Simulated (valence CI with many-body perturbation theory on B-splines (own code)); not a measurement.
## E1 line list for Ru³⁰⁺

Level of theory: relativistic CI+MBPT: four valence electrons over a frozen Dirac-Fock core [Ne], radial functions for each j: 11 s, 11 p, 9 d, 7 f, 5 g, 2 h, 1 i, with the one-electron correlation potential Σ1 (screened to all orders), the two-electron term Σ2, the three-electron term Σ3, Breit, model QED; selected single and double excitations, second order for the rest (own B-spline code, finite nucleus).

No measured spectrum was set against this ion. As an estimate, large intervals hold to a few tenths of a per cent, small ones and those within an open d or f shell to about a per cent.

Lines 1 to 50 of 229 in falling wavelength, among levels below 2315300 cm⁻¹, chosen from the strongest by gf and those to the six lowest levels. Wavelengths and rates use the calculated energies. Electric multipoles are in the length gauge, E1 and E2 with the static RPA response of the core. Weak lines are less certain than strong ones. Lines between different terms over intervals too small for the method are left out, as are lines whose strength nearly cancels. The highest levels of a list are the least certain.

Levels are named by their leading jj configuration (3d3/2^4 stands for four electrons in 3d with j = 3/2), which in mixed levels can hold well under half, so a name can repeat and another be missing. Letters in brackets count levels of one name in rising energy.

```
λ vac (nm)                           Upper                       Lower   A (s⁻¹)  S (a.u.)
     32.29          (3s 3p1/2^2 3p3/2) J=2          (3s^2 3p3/2^2) J=2  1.60e+07  1.33e-03
     28.72          (3s 3p1/2^2 3p3/2) J=1          (3s^2 3p3/2^2) J=0  2.00e+07  7.02e-04
     22.91          (3s 3p1/2^2 3p3/2) J=1          (3s^2 3p3/2^2) J=2  2.37e+08  4.22e-03
     22.15  (3s 3p1/2 3p3/2 3d5/2) J=4 [b]      (3s^2 3p3/2 3d3/2) J=3  6.68e+08  3.22e-02
     19.82  (3s 3p1/2 3p3/2 3d5/2) J=4 [c]      (3s^2 3p3/2 3d5/2) J=3  7.24e+08  2.50e-02
     19.51      (3s 3p1/2 3p3/2^2) J=2 [a]          (3s^2 3p3/2^2) J=2  1.91e+08  3.50e-03
     18.38          (3s 3p1/2^2 3d5/2) J=3      (3s^2 3p1/2 3d5/2) J=3  9.55e+08  2.05e-02
     18.33          (3s 3p1/2^2 3p3/2) J=2      (3s^2 3p1/2 3p3/2) J=2  1.13e+09  1.72e-02
     18.07  (3s 3p1/2 3p3/2 3d5/2) J=4 [d]      (3s^2 3p3/2 3d5/2) J=3  7.41e+08  1.94e-02
     18.01      (3s 3p1/2 3p3/2 3d5/2) J=5      (3s^2 3p3/2 3d5/2) J=4  2.33e+09  7.37e-02
     17.45          (3s 3p1/2 3p3/2^2) J=3          (3s^2 3p3/2^2) J=2  2.23e+09  4.09e-02
     17.13          (3s 3p1/2^2 3p3/2) J=2      (3s^2 3p1/2 3p3/2) J=1  1.79e+09  2.22e-02
     16.91      (3s 3p1/2 3p3/2^2) J=1 [a]          (3s^2 3p3/2^2) J=0  9.85e+08  7.05e-03
     16.39          (3s^2 3p1/2 3d3/2) J=2          (3s^2 3p3/2^2) J=2  5.53e+08  6.00e-03
     16.16  (3s 3p1/2 3p3/2 3d3/2) J=2 [b]      (3s^2 3p1/2 3d3/2) J=1  1.66e+09  1.73e-02
     16.10          (3s 3p1/2^2 3d3/2) J=2      (3s^2 3p1/2 3d3/2) J=2  2.46e+09  2.53e-02
     15.56  (3s 3p1/2 3p3/2 3d5/2) J=3 [e]      (3s^2 3p3/2 3d5/2) J=3  1.96e+09  2.55e-02
     15.20          (3s 3p1/2^2 3d3/2) J=2      (3s 3p1/2 3p3/2^2) J=3  2.46e+09  2.13e-02
     14.87          (3s 3p1/2^2 3p3/2) J=1      (3s^2 3p1/2 3p3/2) J=2  3.93e+09  1.92e-02
     14.71      (3s 3p1/2 3p3/2^2) J=1 [a]          (3s^2 3p3/2^2) J=2  6.08e+08  2.87e-03
     14.65      (3s 3p1/2 3p3/2^2) J=1 [b]          (3s^2 3p3/2^2) J=0  1.53e+09  7.13e-03
     14.07          (3s 3p1/2^2 3p3/2) J=1      (3s^2 3p1/2 3p3/2) J=1  5.36e+08  2.21e-03
     14.05  (3s 3p1/2 3p3/2 3d5/2) J=2 [d]            (3s 3p3/2^3) J=1  3.84e+09  2.63e-02
     14.05           (3p1/2^2 3p3/2^2) J=2      (3s 3p1/2 3p3/2^2) J=3  1.00e+10  6.84e-02
     13.92      (3s 3p1/2 3p3/2^2) J=2 [b]          (3s^2 3p3/2^2) J=2  1.41e+09  9.40e-03
     13.92  (3s 3p1/2 3p3/2 3d5/2) J=3 [c]      (3s^2 3p3/2 3d5/2) J=4  2.14e+09  1.99e-02
     13.68          (3s^2 3p1/2 3d3/2) J=1          (3s^2 3p3/2^2) J=0  9.81e+08  3.72e-03
     13.61  (3s 3p1/2 3p3/2 3d5/2) J=2 [b]            (3s 3p3/2^3) J=2  7.53e+09  4.69e-02
     13.55      (3s 3p3/2^2 3d3/2) J=1 [b]      (3s^2 3p3/2 3d5/2) J=2  4.05e+09  1.49e-02
     13.52  (3s 3p1/2 3p3/2 3d3/2) J=2 [e]      (3s^2 3p3/2 3d3/2) J=3  2.83e+09  1.73e-02
     13.36      (3s 3p1/2 3p3/2^2) J=2 [a]      (3s^2 3p1/2 3p3/2) J=2  2.36e+08  1.39e-03
     13.12          (3s^2 3p1/2 3d5/2) J=3          (3s^2 3p3/2^2) J=2  5.05e+08  3.94e-03
     12.97      (3s 3p1/2 3p3/2^2) J=1 [b]          (3s^2 3p3/2^2) J=2  1.48e+09  4.79e-03
     12.95           (3p1/2^2 3p3/2^2) J=2  (3s 3p1/2 3p3/2^2) J=2 [a]  6.16e+09  3.30e-02
     12.95  (3s 3p1/2 3p3/2 3d3/2) J=2 [c]      (3s^2 3p1/2 3d5/2) J=3  3.02e+09  1.62e-02
     12.85          (3s 3p3/2^2 3d5/2) J=4      (3s^2 3p3/2 3d5/2) J=4  3.64e+09  3.43e-02
     12.76          (3s 3p3/2^2 3d3/2) J=3      (3s^2 3p3/2 3d3/2) J=2  3.32e+09  2.38e-02
     12.71      (3s 3p1/2 3p3/2^2) J=2 [a]      (3s^2 3p1/2 3p3/2) J=1  5.33e+09  2.70e-02
     12.36          (3s^2 3p1/2 3d5/2) J=2          (3s^2 3p3/2^2) J=2  1.45e+06  6.75e-06
     12.36          (3s 3p1/2 3p3/2^2) J=3      (3s^2 3p1/2 3p3/2) J=2  2.81e+09  1.83e-02
     12.24  (3s 3p1/2 3p3/2 3d3/2) J=2 [c]  (3s 3p1/2 3p3/2^2) J=2 [b]  6.64e+09  3.01e-02
     12.22  (3s 3p1/2 3p3/2 3d5/2) J=3 [e]      (3s^2 3p3/2 3d5/2) J=4  2.21e+09  1.39e-02
     12.21          (3s^2 3p1/2 3d3/2) J=1          (3s^2 3p3/2^2) J=2  9.62e+08  2.59e-03
     11.99          (3s 3p3/2^2 3d5/2) J=5      (3s^2 3p3/2 3d5/2) J=4  2.76e+10  2.59e-01
     11.89  (3s 3p1/2 3p3/2 3d3/2) J=1 [c]  (3s 3p1/2 3p3/2^2) J=1 [b]  5.92e+09  1.47e-02
     11.82          (3s^2 3p1/2 3d3/2) J=2      (3s^2 3p1/2 3p3/2) J=2  2.19e+09  8.91e-03
     11.63                (3s 3p3/2^3) J=2          (3s^2 3p3/2^2) J=2  1.15e+10  4.45e-02
     11.56  (3s 3p1/2 3p3/2 3d3/2) J=2 [b]      (3s 3p1/2 3p3/2^2) J=3  5.33e+09  2.03e-02
     11.38  (3s 3p1/2 3p3/2 3d5/2) J=3 [d]      (3s^2 3p1/2 3d5/2) J=2  1.97e+10  1.01e-01
     11.36  (3s 3p1/2 3p3/2 3d5/2) J=2 [a]      (3s^2 3p1/2 3d3/2) J=2  6.38e+09  2.31e-02
```
